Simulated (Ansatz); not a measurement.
Basis-set extrapolation for ClH₅OSSi₂, SMILES `O[Si]([SiH3])(S)Cl` (PBE0-D4/def2-TZVP geometry, frozen core, Ansatz). Multiplicity 1, RHF reference.

|  | def2-TZVPP | def2-QZVPP |
| --- | --- | --- |
| HF | -1512.892982 | -1512.938617 |
| MP2 correlation | -0.849808 | -0.925083 |
| CCSD(T) correlation | -0.949979 | not run |

Energies in hartree. Use E(X) = E(∞) + A·exp(−7.88·√X) for Hartree–Fock and E(X) = E(∞) + B·X^(−2.97) for correlation, with X = 3 and 4, and add CCSD(T) minus MP2 of the smaller set to the MP2 limit.

Question: What is the CCSD(T) energy at the basis-set limit?

Answer: HF limit: -1512.938617 + (-0.045635) × 0.13774 = -1512.94490. MP2 limit: -0.925083 + (-0.075275) × 0.74074 = -0.98084. Higher-order term: -0.949979 − (-0.849808) = -0.10017. Total: -1514.02591 hartree, 480.3 kJ/mol below CCSD(T)/def2-TZVPP.
